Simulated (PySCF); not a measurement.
## Solvent effects on NMR parameters

Structure with atom numbers: `[F:1]/[CH:2]=[C:3](/[F:4])[C:5]([F:6])([F:7])[F:8]`. Each H is labelled by its parent atom.

GIAO PBE0/pcSseg-1 in PySCF 2.14 on one PBE0-D3(BJ)/def2-SVP conformer, non-relativistic, equivalent nuclei averaged. Solvents enter as an IEF-PCM continuum (chloroform with ε = 4.7, dichloromethane with ε = 8.9) around the gas-phase geometry. Shifts are referred to CFCl3, TMS computed in the same medium.

Gas phase, δ in ppm: F6/F7/F8 -83.1, F1 -163.8, F4 -183.9, C2 152.0, C3 150.6, C5 124.0, H(C2) 7.37. Dipole moment 1.95 D.

**Question.** How does each δ change in the continuum?

**Answer.** 
| atoms | environment | Δδ, chloroform | Δδ, dichloromethane |
| --- | --- | --- | --- |
| F6/F7/F8 | fluorine of a CF3 group | +0.6 | +0.7 |
| F1 | vinylic fluorine | +1.9 | +2.3 |
| F4 | vinylic fluorine | -3.2 | -3.8 |
| C2 | alkene CH | +3.2 | +3.8 |
| C3 | fully substituted alkene carbon | -0.4 | -0.4 |
| C5 | CF3 carbon | +1.0 | +1.2 |
| H(C2) | hydrogen on an alkene CH | +0.33 | +0.39 |

Changes are relative to the gas phase. The dipole moment becomes 2.27 D in chloroform, 2.34 D in dichloromethane.

**Question.** Which nuclei move most (in ppm), and what does the model miss?

**Answer.** F4 (vinylic fluorine, -3.8 ppm) and C2 (alkene CH, +3.8 ppm) in dichloromethane. A continuum only polarises the solute; specific hydrogen bonds, the anisotropy of aromatic solvents and changes of geometry or conformer are outside it.
